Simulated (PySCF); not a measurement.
Predicted microwave data (B3LYP/def2-SVPD in PySCF (dipole) on a GFN2-xTB geometry, gas phase) for one isomer of C6H7ClO:

* Rotational constants: A = 5639, B = 925.0, C = 909.1 MHz
* Dipole components: |μa| = 0.43 D, |μb| = 1.79 D, |μc| = 0.00 D
* Inertial defect: -80.04 u·Å²
* κ: -0.99

Question: Which structure is it? (One computed conformer of each.)
A. `[CH2:1]=[CH:2][C@@H:3]1[CH2:4][C@@H:5]1[C:6](=[O:7])[Cl:8]` with C1–C2–C3–C4 -150°, C4–C5–C6–O7 -23°
B. `[O:1]=[CH:2][C@:3]12[CH2:4][C@:5]([Cl:6])([CH2:7]1)[CH2:8]2` with O1–C2–C3–C4 124°
C. `[CH2:1]=[CH:2]/[C:3](=[CH:4]/[CH3:5])[C:6](=[O:7])[Cl:8]` with C1–C2–C3–C4 -165°, C2–C3–C6–O7 -124°

Answer: B. It is O=C[C@]12C[C@](Cl)(C1)C2. The candidates at the same level (rigid rotor, commonest isotopes):

```
                   SMILES  A (MHz)  B (MHz)  C (MHz)  μa (D)  μb (D)  μc (D)  Δ (u·Å²)  point group                        rotor
C=C[C@@H]1C[C@@H]1C(=O)Cl     3037     1004    926.0    2.12    2.00    1.66   -124.18           C1  near-prolate asymmetric top
 O=C[C@]12C[C@](Cl)(C1)C2     5639    925.0    909.1    0.43    1.79    0.00    -80.04            –                            –
       C=C/C(=C/C)C(=O)Cl     2032     1508     1061    1.76    2.25    1.19   -107.68           C1               asymmetric top
```

`C=C/C(=C/C)C(=O)Cl` has A 64 % too low; `C=C[C@@H]1C[C@@H]1C(=O)Cl` has A 46 % too low. No structure here is proved a minimum.
